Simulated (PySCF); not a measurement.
Stibine, SMILES [SbH3], singlet, CAM-B3LYP/def2-SVP optimised geometry.

```
4

Sb    -0.83    -0.86     0.00
H     -0.88    -0.91     1.71
H      0.88    -0.86     0.00
H     -0.88     0.86     0.00
```

Density from CAM-B3LYP/def2-TZVP, def2 effective core potentials past Kr in PySCF at that geometry. The core electrons that the potentials of Sb replace are not part of the density.

Minimum of the electron density along straight lines between bonded atoms, close to the bond critical point (lines longer than 1.1 times the sum of covalent radii, or with two minima, are not listed):

```csv
bond,length / Å,ρ at the minimum / e bohr⁻³,∇²ρ there / e bohr⁻⁵,position (fraction from the first atom)
Sb1–H2,1.711,0.119,0.02,0.62
Sb1–H3,1.711,0.119,0.02,0.62
Sb1–H4,1.711,0.119,0.02,0.62
```
